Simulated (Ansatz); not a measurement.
Compare A (`[CH3][Ge]([NH2])([OH])[Cl]`) with its isomer B (`C[O][GeH]([NH2])[Cl]`).

Computed with Ansatz on PBE0-D4/def2-TZVP structures; ΔE is electronic, products minus reactants. CCSD(T)/CBS is the MP2 limit (def2-TZVPP, def2-QZVPP) plus CCSD(T) − MP2 in def2-TZVPP, frozen cores. DFT in def2-TZVPP. B3LYP here is the variant with VWN-RPA as its local correlation; programs differ in this. For Ge outer-core shells are correlated without core-valence functions, which leaves a few kJ/mol of doubt a bond. Scalar relativity is left out up to krypton. One conformer a species, not always the lowest.

A:

Z-matrix (Å, degrees):
```
C
Ge 1 1.929
H 1 1.089 2 109.6
H 1 1.091 2 110.1 3 -119.8
H 1 1.090 2 109.2 3 120.1
N 2 1.810 1 112.0 3 179.1
O 2 1.767 1 114.2 3 -62.2
Cl 2 2.185 1 107.6 3 53.5
H 6 1.010 2 115.9 1 -58.4
H 6 1.010 2 114.4 1 172.4
H 7 0.960 2 111.7 1 100.6
```

B:

```xyz
11

C    -0.0483    1.8022   -0.0033
O    -0.4575    0.7453   -0.8473
Ge    0.2534   -0.8472   -0.5962
N    -0.1785   -1.3945    1.0801
Cl   -0.6497   -2.0129   -2.1590
H    -0.6458    2.6786   -0.2613
H     1.0096    2.0553   -0.1482
H    -0.2077    1.5691    1.0553
H     1.7765   -0.8684   -0.7699
H    -1.1686   -1.5142    1.2450
H     0.3164   -2.2132    1.4048
```

(1) Which isomer does CCSD(T)/CBS put lower? Give the gap. (Best estimate.)

(2) Give E(B) − E(A) in kJ/mol with r2SCAN-D4, ωB97M-V, HF/def2-TZVPP, B3LYP-D4, PBE0-D4, PBE-D4, B2PLYP. (Estimate.)

Largest T1 diagnostic: 0.011.

Results:

(1) Computed: A, by 110.5 kJ/mol.

(2) Computed: r2SCAN-D4 107.6, ωB97M-V 106.7, HF/def2-TZVPP 94.3, B3LYP-D4 101.7, PBE0-D4 106.8, PBE-D4 104.8, B2PLYP 104.6. None reverses the order clearly.

In def2-TZVPP, CCSD(T) changes the Hartree–Fock value by +13.3 kJ/mol (the triples alone add +0.9 kJ/mol) and MP2 by +21.1 kJ/mol.
